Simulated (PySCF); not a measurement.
CH11NOSi3, SMILES CO[SiH2][SiH2]N[SiH3].

Coordinates come from a PBE0-D3(BJ)/def2-SVP optimisation. This is a generated structure with no PubChem entry under its InChIKey; it may be hypothetical. Other conformers were not sampled.

Method: TDA-ωB97X/def2-SVPD run with PySCF.

Vertical excitations. Isolated molecule, no solvent.

Computed excitation energies, oscillator strengths and character:
| state | energy (eV) | λ (nm) | f | main pairs |
|---|---|---|---|---|
| S1 | 5.82 | 213 | 0.004 | HOMO→LUMO 91 % |
| S2 | 6.88 | 180 | 0.035 | HOMO−2→LUMO 39 %, HOMO→LUMO+1 38 % |
| S3 | 6.94 | 179 | 0.007 | HOMO−1→LUMO 63 %, HOMO−1→LUMO+1 14 % |
| S4 | 7.10 | 175 | 0.023 | HOMO→LUMO+2 31 %, HOMO−2→LUMO 16 %, HOMO→LUMO+5 15 %, HOMO→LUMO+3 12 % |
| S5 | 7.45 | 166 | 0.014 | HOMO→LUMO+3 21 %, HOMO→LUMO+1 21 %, HOMO−2→LUMO 11 %, HOMO→LUMO+2 11 % |
| S6 | 7.60 | 163 | 0.127 | HOMO→LUMO+2 28 %, HOMO→LUMO+3 23 %, HOMO→LUMO+6 18 % |
| T1 | 5.38 | 230 | 0 | HOMO→LUMO 83 % |
| T2 | 6.27 | 198 | 0 | HOMO→LUMO+1 24 %, HOMO→LUMO+2 21 %, HOMO→LUMO+3 20 %, HOMO−2→LUMO 8 % |
Triplets are in the Tamm–Dancoff approximation.
